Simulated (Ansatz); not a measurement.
Gas-phase electronic energies from Ansatz, PBE0-D4/def2-TZVP geometries. CBS: MP2 limit from def2 TZ/QZ plus the TZ coupled-cluster correction, frozen cores. Elements past krypton have def2 core potentials. For I outer-core shells are correlated without core-valence functions, which leaves a few kJ/mol of doubt a bond. Each species was taken in one conformer, which may not be the lowest.

`C[SiH2]N[SiH3]` + `CCI` → `CC([SiH3])I` + `C[SiH2]N`  (formal exchange of groups at the Si–N bond)

`C[SiH2]N[SiH3]`:

Z-matrix (Å, degrees):
```
C
Si 1 1.865
H 1 1.094 2 110.6
H 1 1.093 2 110.9 3 120.2
H 1 1.093 2 111.0 3 -119.6
N 2 1.730 1 112.8 3 179.6
H 2 1.491 1 108.4 3 57.3
H 2 1.487 1 110.4 3 -61.8
Si 6 1.724 2 128.4 1 114.8
H 6 1.011 2 115.9 1 -70.0
H 9 1.489 6 109.9 2 -142.1
H 9 1.491 6 113.5 2 97.9
H 9 1.485 6 108.1 2 -22.2
```

`CCI`:

```xyz
8

C    -0.769    0.247   -0.161
C     0.699   -0.068   -0.046
I     1.109   -1.435    1.561
H    -0.928    0.945   -0.990
H    -1.152    0.710    0.749
H    -1.356   -0.652   -0.358
H     1.301    0.811    0.179
H     1.096   -0.556   -0.933
```

`CC([SiH3])I`:

Z-matrix (Å, degrees):
```
Si
C 1 1.883
I 1 3.248 2 39.7
H 1 1.484 2 109.2 3 62.6
H 1 1.491 2 108.6 3 -178.7
H 1 1.483 2 110.4 3 -58.9
C 2 1.515 1 114.6 3 -122.7
H 2 1.091 1 110.2 3 111.1
H 7 1.092 2 111.5 1 57.5
H 7 1.092 2 111.8 1 178.6
H 7 1.096 2 109.4 1 -61.7
```

`C[SiH2]N`:

Z-matrix (Å, degrees):
```
C
Si 1 1.871
H 1 1.093 2 111.2
H 1 1.094 2 110.5 3 119.8
H 1 1.093 2 111.2 3 -120.4
N 2 1.720 1 116.4 3 60.2
H 2 1.489 1 108.4 3 -179.4
H 2 1.489 1 108.4 3 -60.3
H 6 1.007 2 120.7 1 73.7
H 6 1.007 2 120.7 1 -73.5
```

| species | CCSD(T)/def2-TZVPP energy (Eh) |
| --- | --- |
| `C[SiH2]N[SiH3]` | -676.27854 |
| `CCI` | -376.21719 |
| `CC([SiH3])I` | -666.46931 |
| `C[SiH2]N` | -386.00238 |

Work out ΔE.

ΔE = (-666.46931) + (-386.00238) − (-676.27854) − (-376.21719) = 0.02404 Eh = +15.1 kcal/mol. CCSD(T)/CBS gives +14.6 kcal/mol.

Largest T1 diagnostic among the species: 0.010.

From PBE to PBE0 (25 % exact exchange), in def2-TZVPP and without D4, ΔE moves by +0.9 kcal/mol. The D4 term adds −0.8 kcal/mol with B3LYP and −0.4 kcal/mol with PBE0; it sums over pairs of atoms, weighted by their polarisabilities, and B3LYP, whose exchange is more repulsive, gets the larger term.

B3LYP here is the variant with VWN-RPA as its local correlation; programs differ in this.
